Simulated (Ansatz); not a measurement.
Si3O4⁻. Charge -1, multiplicity 2. Geometry r2SCAN-D4/def2-SVPD; atoms count from 1.

| atom | x (Å) | y (Å) | z (Å) |
| --- | --- | --- | --- |
| Si1 | -0.776 | 1.954 | -0.403 |
| Si2 | 1.266 | 0.880 | 0.153 |
| Si3 | -0.867 | -1.077 | -0.046 |
| O4 | -1.591 | 0.346 | -0.372 |
| O5 | 0.722 | -0.774 | 0.245 |
| O6 | 2.778 | 1.139 | 0.434 |
| O7 | -1.532 | -2.468 | -0.011 |

Another isomer (doublet) lies 0.53 eV lower at PBE0-D4/def2-TZVPD; other spin states weren't run for this one.

**Question.** Estimate the Mulliken populations from the PBE0/def2-TZVPD orbitals of Ansatz.

**Answer.** 
```
atom  charge (e)  spin (α − β)
 Si1       -0.33          0.71
 Si2        0.46          0.21
 Si3        0.74         -0.04
  O4       -0.19          0.02
  O5       -0.23          0.01
  O6       -0.73          0.08
  O7       -0.73          0.01
```
Mulliken values depend strongly on the basis. With diffuse functions, as here, like atoms can get unlike values, and bond orders can come out too low or too high.

**Question.** Where does the spin sit?

**Answer.** Summed by element: Si 0.89, O 0.11, of 1 unpaired in all. Largest on single atoms: Si1 0.71, Si2 0.21, O6 0.08.

**Question.** And the Mayer bond orders between heavy atoms (over 0.3)?

**Answer.** Si1–Si2 1.02 (2.37 Å); Si1–O4 0.69 (1.80 Å); Si2–O5 0.95 (1.74 Å); Si2–O6 1.89 (1.56 Å); Si3–O4 1.24 (1.63 Å); Si3–O5 1.13 (1.64 Å); Si3–O7 1.92 (1.54 Å).
